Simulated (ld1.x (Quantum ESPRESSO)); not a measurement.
## oxygen (O): one change to a TM potential, before and after

oxygen (O), norm-conserving Troullier–Martins (Kleinman–Bylander form), made with ld1.x (Quantum ESPRESSO) 7.5 (Wu–Cohen, non-relativistic). Core [He], reference 2s1 2p5. Waves: 2p (bound): rc 2.05 bohr; 2s (bound): rc 0.90 bohr. Local part: the s channel. Core correction: a·sin(br)/r model core, default radius (core density twice the valence density).

All-electron outer shells of the reference configuration (Wu–Cohen, non-relativistic, ld1.x):

| shell | level (eV) | outermost node (bohr) | outermost maximum (bohr) |
| --- | --- | --- | --- |
| 2s | -24.23 | 0.28 | 0.87 |
| 2p | -9.42 | – | 0.82 |

Change: core correction a·sin(br)/r model core inside 1.04 bohr.

Cutoffs: the cutoffs (Ry, on a coarse ladder) from which the occupation-weighted sum of valence levels, in a spherical-Bessel basis at the reference potential, stays within 10 and 1 mRy of its value at 400 Ry; they do not see the model core or the augmentation charge, which bear on the density cutoff. Errors are all-electron minus pseudo energies relative to the spin-unpolarised reference configuration.

Question: What does the change do?

Answer: The potential gets neither clearly harder nor softer (60 Ry and 160 Ry → 60 Ry and 160 Ry); of the 7 tests that both files solve, the error grows in 0 and shrinks in 2 by more than 15 % and 0.3 meV (median size 252.9 → 268.0 meV); neither file shows a bound ghost. The default core radius of the base comes out at 0.33 bohr. A wider model core is smoother and lowers the density cutoff, which this test does not measure.

| quantity | base | changed |
| --- | --- | --- |
| cutoff, loose | 60 Ry | 60 Ry |
| cutoff, tight | 160 Ry | 160 Ry |
| bound ghosts | none | none |
| error for 2s2 2p4, meV [ΔE -14.79 eV] | -16 | -4.7 |
| error for 2s2 2p3, meV [ΔE 1.63 eV] | +253 | +268 |
| error for 2s2 2p2, meV [ΔE 35.21 eV] | +1150 | +1170 |
| error for 2s2 2p4.3, meV [ΔE -16.90 eV] | -45 | -34 |
| error for 2s2 2p0, meV [ΔE 165.86 eV] | +8138 | +8171 |
| error for 2s1 2p4, meV [ΔE 16.69 eV] | +45 | +45 |
| error for 2s2 2p1, meV [ΔE 89.05 eV] | +3429 | +3455 |
| s: phases at 2.26 bohr within 0.05 rad from the reference energy up to (Ry; the scan ends near 5) | to the end of the scan | to the end of the scan |
| p: phases at 2.26 bohr within 0.05 rad from the reference energy up to (Ry; the scan ends near 5) | 1.3 | 1.3 |
